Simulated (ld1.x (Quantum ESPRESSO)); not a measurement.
## N (Z = 7), PAW: configuration errors across variants

| Property | Result |
| --- | --- |
| Element | nitrogen |
| Generator | ld1.x (Quantum ESPRESSO) 7.5 |
| Type | PAW |
| Functional | LDA (PZ) |
| Relativity | scalar-relativistic |
| Frozen core | [He] |
| Valence charge | 5 |
| Reference configuration | 2s2 2p2 (charge +1) |
| Partial waves | 2s (bound): rcut 0.85, rcutus 0.90 bohr; 2s channel at -1.2 Ry: rcut 0.85, rcutus 0.90 bohr; 2p (bound): rcut 1.60, rcutus 1.90 bohr; 2p channel at 0.3 Ry: rcut 1.60, rcutus 1.90 bohr; 3d channel at 0.4 Ry: rcut 1.50, rcutus 1.70 bohr; 3d channel at 1.9 Ry: rcut 1.50, rcutus 1.70 bohr |
| Local potential | all-electron potential smoothed inside 1.25 bohr (lloc = -1) |
| Core correction | a·sin(br)/r model core inside 0.80 bohr |
| Augmentation charge | BESSEL, radius 0.95 bohr |

All-electron excitation energies from the reference (eV): (1) 2s2 2p3 -13.732; (2) 2s2 2p1 28.970; (3) 2s2 2p0 76.135; (4) 2s2 2p2.5 -8.565; (5) 2s1 2p4 -2.528; (6) 2s1 2p0 153.608; (7) 2s1 2p3 11.453; (8) 2s2 2p2 spin -1.689; (9) 2s2 2p3 spin -16.624.

Spin tests fill each open shell by Hund’s rule, majority spin first.

The overlap operator is not positive definite (basis up to 400 Ry) in “waves 2p (bound): rcut 1.60, rcutus 2.12 bohr; 2p channel at 0.3 Ry: rcut 1.60, rcutus 2.12 bohr”. Such files are unfit for use, however small their errors in these radial tests.

Tests that are not counted but printed errors over 1 eV. “waves 2p (bound): rcut 1.60, rcutus 2.64 bohr; 2p channel at 0.3 Ry: rcut 1.60, rcutus 2.64 bohr”: 2s1 2p4 (solver errors, printed error -208 eV).

Errors AE − PS in meV (a dash: test not solved or not reliable):

| change | (1) | (2) | (3) | (4) | (5) | (6) | (7) | (8) | (9) | bound ghosts |
| --- | --- | --- | --- | --- | --- | --- | --- | --- | --- | --- |
| base | +129 | +108 | +243 | +34 | +332 | +116 | +54 | +45 | +235 | none |
| waves 2p (bound): rcut 1.16, rcutus 1.24 bohr; 2p channel at 0.3 Ry: rcut 1.16, rcutus 1.24 bohr | +0.4 | -2.2 | -8.7 | +0.3 | -0.1 | -36 | -0.6 | -2.2 | -3.6 | none |
| waves 2p (bound): rcut 1.34, rcutus 1.42 bohr; 2p channel at 0.3 Ry: rcut 1.34, rcutus 1.42 bohr | +0.6 | -1.4 | -5.0 | +0.3 | +0.1 | -32 | -0.6 | -1.9 | -2.7 | none |
| waves 2p (bound): rcut 1.60, rcutus 1.72 bohr; 2p channel at 0.3 Ry: rcut 1.60, rcutus 1.72 bohr | +14 | +19 | +70 | +4.1 | +34 | +18 | +8.6 | +11 | +29 | none |
| waves 2p (bound): rcut 1.60, rcutus 1.88 bohr; 2p channel at 0.3 Ry: rcut 1.60, rcutus 1.88 bohr | +76 | +73 | +185 | +21 | +189 | +84 | +35 | +33 | +141 | none |
| waves 2p (bound): rcut 1.60, rcutus 2.12 bohr; 2p channel at 0.3 Ry: rcut 1.60, rcutus 2.12 bohr | – | – | – | – | – | – | – | – | – | not determined (overlap not positive) |
| waves 2p (bound): rcut 1.60, rcutus 2.42 bohr; 2p channel at 0.3 Ry: rcut 1.60, rcutus 2.42 bohr | +36 | +189 | +1197 | +14 | – | – | – | – | – | none |
| waves 2p (bound): rcut 1.60, rcutus 2.64 bohr; 2p channel at 0.3 Ry: rcut 1.60, rcutus 2.64 bohr | +81 | +352 | +1674 | +29 | – | +764 | +667 | – | – | none |

(1) Give the same row for: waves 2p (bound): rcut 1.60, rcutus 2.84 bohr; 2p channel at 0.3 Ry: rcut 1.60, rcutus 2.84 bohr.

Answers

(1) +129, +479, +1962, +44, –, –, –, –, –; bound ghosts: none.
